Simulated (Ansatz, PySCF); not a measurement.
Torsion H4–O1–Te2–F3 in FHOTe (SMILES O[Te]F); at each angle all else is relaxed with GFN2-xTB, and the levels are single points there.
Geometry at 270° (charge 0, multiplicity 1):
```xyz
4

O     -1.0309     0.1958     0.3702
Te     0.6079     1.0080    -0.2708
F      1.7522    -0.1360     0.8816
H     -1.2906    -0.5641    -0.1563
```

On the grid 0° to 330°, 180° is the highest and 270° the lowest point at CCSD(T)/CBS(def2-TZVPP, def2-QZVPP).

Correlated levels freeze the cores. Filled d and f shells under p-block atoms count as core. CBS: X⁻³ extrapolation of the correlation energy, Hartree–Fock from the larger set.

Run with Ansatz (a first-principles code) with Gaussian orbitals; PySCF for the dispersion terms.  In def2 rows elements past Kr take small-core potentials, without spin–orbit coupling.

PBE/def2-TZVPP gives 8.39 kcal/mol for the energy at 180° less that at 270°.

### Question
Predict the shift from PBE, with its sign, for: PBE-D3(BJ)/def2-TZVPP, r2SCAN/def2-TZVPP, PBE0/def2-TZVPP, wB97M-V/def2-TZVPP, MP2/CBS(def2-TZVPP, def2-QZVPP), CCSD(T)/CBS(def2-TZVPP, def2-QZVPP).

### Answer
PBE-D3(BJ)/def2-TZVPP 0.01; r2SCAN/def2-TZVPP -0.45; PBE0/def2-TZVPP -0.60; wB97M-V/def2-TZVPP -0.54; MP2/CBS(def2-TZVPP, def2-QZVPP) -0.91; CCSD(T)/CBS(def2-TZVPP, def2-QZVPP) -1.09 kcal/mol. 1 of 6 lie above PBE; the widest gap is to CCSD(T)/CBS(def2-TZVPP, def2-QZVPP).
